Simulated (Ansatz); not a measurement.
Geometry optimisation, RHF/def2-SVP (Ansatz).

Input:

```yaml
crystal:
  periodic: [false, false, false]
  atoms:
    - { symbol: B, position_ang: [-0.080592, -0.44917, -0.448347] }
    - { symbol: F, position_ang: [-0.046322, -0.021177, 2.039881] }
    - { symbol: F, position_ang: [1.046917, 0.146838, -0.70679] }
    - { symbol: Cl, position_ang: [-1.576741, 0.229408, -1.058705] }
    - { symbol: H, position_ang: [-0.088443, -1.490393, 0.128576] }
    - { symbol: H, position_ang: [-0.063719, -0.920707, 1.909586] }
basis:
  gaussian: { orbitals: def2-SVP }
hamiltonian:
  xc: hf
relax:
  f_tol: 0.03
  max_steps: 50
output:
  orbitals: {}
```

Command:

```bash
$ ansatz run input.yaml --threads 1 --pin off --max-ram 2048MiB --backend cpu --events-out ev --progress --plain --runs-dir out
```

Task: Where does it end, and by what steps?

Result: The forces met the threshold. After 32 steps the energy has fallen by 0.193 eV; H6 moved furthest, 0.97 Å.

```
step  energy less start (eV)  largest force component (eV/Å)  accepted
   0                  0.0000                           0.448       yes
   2                 -0.0501                           2.428        no
   4                 -0.1114                           0.532       yes
   6                 -0.1323                           0.160       yes
   8                 -0.1355                           0.145       yes
  10                 -0.1381                           0.057       yes
  12                 -0.1358                           0.507        no
  14                 -0.1396                           0.161       yes
  16                 -0.1440                           0.067       yes
  18                  0.0806                           2.921        no
  20                 -0.1597                           0.112       yes
  22                 -0.1859                           0.093       yes
  24                 -0.1860                           0.442        no
  26                 -0.1885                           0.210       yes
  28                 -0.0663                           2.766        no
  30                 -0.1815                           0.621        no
  32                 -0.1934                           0.001       yes
```

```xyz
6
Properties=species:S:1:pos:R:3
B -0.136 -0.572 -0.567
F -0.402 -0.528 2.139
F 0.991 -0.044 -0.155
Cl -1.400 0.504 -1.133
H -0.261 -1.751 -0.614
H 0.399 -0.114 2.194
```

Whether the end is a true minimum wasn't checked by a vibrational analysis.

The run took 31 s on 1 thread of Arm Neoverse V2, with other jobs on the host, peak memory 0.12 GiB.
